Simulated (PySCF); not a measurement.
The PySCF input:
```python
from pyscf import gto, scf, dft

mol = gto.M(
    atom='''
F    -0.86383509   -1.20521111   -0.44452213
As    0.01084277   -0.00481260    0.37118157
F     1.46023873   -0.12505297   -0.49840690
F    -0.63616046    1.34791028   -0.41807005
''',
    basis='def2-svp',
    charge=1,
    spin=1,
    verbose=3,
)

mf = dft.UKS(mol)
mf.xc = 'pbe0'
mf.kernel()
```

**Question.** What does this run give for the number of basis functions, <S^2>, total energy?

**Answer.** 
```yaml
number_of_basis_functions: 74
"<S^2>": 0.756
total_energy: -2533.950722 Ha
```

These values belong to the state on which the SCF converged, which isn't shown to be the lowest.
